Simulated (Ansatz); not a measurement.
Ligand-field states of Cr(SH)2 (CrH₂S₂) at its PBE-D4/def2-TZVP geometry (relaxed as a quintet).

```xyz
5

Cr    0.0003   -0.0025   -0.0019
S    -1.3027   -0.6222    1.7304
H    -1.4630   -1.9030    1.3052
S     1.3052    0.6234   -1.7305
H     1.4602    1.9042   -1.3031
```

CASSCF(4,5) on the Cr 3d shell in def2-TZVP, averaged with equal weights over 5 quintets and 12 triplets and 6 singlets, then SC-NEVPT2; Ansatz, no spin–orbit coupling. The space holds no ligand orbitals and no second d shell, so covalent complexes are described poorly.

Task: Estimate the states' energies above the lowest.

Result: 
```json
{"state": "quintet 1", "CASSCF (cm⁻¹)": "0", "NEVPT2 (cm⁻¹)": "0"}
{"state": "quintet 2", "CASSCF (cm⁻¹)": "80", "NEVPT2 (cm⁻¹)": "2080"}
{"state": "quintet 3", "CASSCF (cm⁻¹)": "4678", "NEVPT2 (cm⁻¹)": "5592"}
{"state": "quintet 4", "CASSCF (cm⁻¹)": "6855", "NEVPT2 (cm⁻¹)": "7490"}
{"state": "quintet 5", "CASSCF (cm⁻¹)": "6962", "NEVPT2 (cm⁻¹)": "7622"}
{"state": "triplet 1", "CASSCF (cm⁻¹)": "18718", "NEVPT2 (cm⁻¹)": "17562"}
{"state": "triplet 2", "CASSCF (cm⁻¹)": "19092", "NEVPT2 (cm⁻¹)": "18403"}
{"state": "triplet 3", "CASSCF (cm⁻¹)": "19114", "NEVPT2 (cm⁻¹)": "18314"}
{"state": "triplet 4", "CASSCF (cm⁻¹)": "19649", "NEVPT2 (cm⁻¹)": "18434"}
{"state": "triplet 5", "CASSCF (cm⁻¹)": "19854", "NEVPT2 (cm⁻¹)": "20057"}
{"state": "triplet 6", "CASSCF (cm⁻¹)": "19961", "NEVPT2 (cm⁻¹)": "20133"}
{"state": "triplet 7", "CASSCF (cm⁻¹)": "20447", "NEVPT2 (cm⁻¹)": "19923"}
{"state": "triplet 8", "CASSCF (cm⁻¹)": "20643", "NEVPT2 (cm⁻¹)": "20117"}
{"state": "triplet 9", "CASSCF (cm⁻¹)": "20723", "NEVPT2 (cm⁻¹)": "20214"}
{"state": "triplet 10", "CASSCF (cm⁻¹)": "21679", "NEVPT2 (cm⁻¹)": "20013"}
{"state": "triplet 11", "CASSCF (cm⁻¹)": "21921", "NEVPT2 (cm⁻¹)": "20519"}
{"state": "triplet 12", "CASSCF (cm⁻¹)": "22395", "NEVPT2 (cm⁻¹)": "20949"}
{"state": "singlet 1", "CASSCF (cm⁻¹)": "26504", "NEVPT2 (cm⁻¹)": "25780"}
{"state": "singlet 2", "CASSCF (cm⁻¹)": "26509", "NEVPT2 (cm⁻¹)": "25807"}
{"state": "singlet 3", "CASSCF (cm⁻¹)": "27753", "NEVPT2 (cm⁻¹)": "26232"}
{"state": "singlet 4", "CASSCF (cm⁻¹)": "27754", "NEVPT2 (cm⁻¹)": "26231"}
{"state": "singlet 5", "CASSCF (cm⁻¹)": "29093", "NEVPT2 (cm⁻¹)": "26849"}
{"state": "singlet 6", "CASSCF (cm⁻¹)": "29299", "NEVPT2 (cm⁻¹)": "27290"}
```
The lowest NEVPT2 state is a quintet. Run time 40 s (4 threads of Arm Neoverse V1 on a shared host), peak host memory 0.57 GiB.
